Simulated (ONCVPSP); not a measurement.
What one change does to a pseudopotential (germanium, ONCV)

ONCVPSP 4.0.1 input, shortened (lines: element, Z, core and valence counts, functional; n l f; lmax; l rc ep ncon nbas qcut; lloc lpopt rc5 dvloc0; l nproj debl; icmod fcfact rcfact), PBE, scalar-relativistic:

```
  Ge 32.00    5    2        4      upf
    1    0    2.00
    2    0    2.00
    2    1    6.00
    3    0    2.00
    3    1    6.00
    3    2   10.00
    4    0    1.00
    2
    0    1.70    0.00    4    8    3.30
    1    1.55    0.19    4    8    5.70
    2    0.95    0.00    4    9   16.80
    4    2    0.70    0.00
    0    2    2.60
    1    2    3.00
    2    2    3.80
    3    3.00    1.05
```

In the p channel the program set the typed energies aside and used 0.050, 3.050 Ha.

Change: all radii but the core radius scaled by about 0.89 (s 1.50, p 1.38, d 0.84 bohr); local potential polynomial inside 0.62 bohr (lpopt 2, dvloc0 0 Ha).

Cutoffs: the cutoffs (Ha) at which the residual kinetic energy of the hardest occupied pseudo-wave falls to 1 and 0.1 mHa per electron; they do not see the model core or the augmentation charge, which bear on the density cutoff. Errors are all-electron minus pseudo energies relative to the spin-unpolarised reference configuration.

**Question.** How do hardness, ghosts and transferability respond?

**Answer.** The potential gets harder (113 Ha and 125 Ha → 124 Ha and 139 Ha); both files keep a bound ghost (s); of the 4 tests that both files solve, the error grows in 1 and shrinks in 0 by more than 15 % and 0.3 meV (median size 193.2 → 206.5 meV). A smaller radius makes the pseudo-wave follow the all-electron one further in, where it bends more sharply, so more plane waves are needed.

```tsv
quantity	base	changed
cutoff, loose	113 Ha	124 Ha
cutoff, tight	125 Ha	139 Ha
loose cutoff by channel	s 45 Ha, d 113 Ha	s 32 Ha, d 124 Ha
bound ghosts	s	s
GHOST(+) flags under 300 eV	p at 137.3 eV	p at 102.5 eV
error for 3d10 4s2 4p2, meV [ΔE -57.68 eV]	+230	+248
error for 3d10 4s2 4p1, meV [ΔE -50.23 eV]	+156	+165
error for 3d10 4s2, meV [ΔE -34.79 eV]	+43	+39
error for 3d10 4s1 4p3, meV [ΔE -49.70 eV]	+267	+313
rms error of d²Exc/dni dnj with the model core, mHa	9.75	7.95
```

 A true bound ghost makes a file unfit for plane-wave use even where its test errors are small: the radial tests pick states by their node count and pass the ghost by.
